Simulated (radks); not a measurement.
Values are calculated unless marked as measured or tabulated.
Ionisation of the magnesium ion Mg8+, [He] 2s2, to Mg9+, [He] 2s1, under several functionals. Scalar-relativistic Kohn-Sham, spin-polarised, spherical densities, finite nucleus; open shells are filled with parallel spins first; a radial shooting solver on a logarithmic mesh with Libxc functionals. Known Delta-SCF values: PBEsol 325.15 eV; exchange-only r2SCAN 323.30 eV; B86b exchange with PBE correlation 326.14 eV. What does BLYP give, and what is its highest occupied eigenvalue?

Answer. 325.86 eV by Delta-SCF; the 2s eigenvalue is -309.69 eV. NIST: 327.99 eV (semi-empirical).
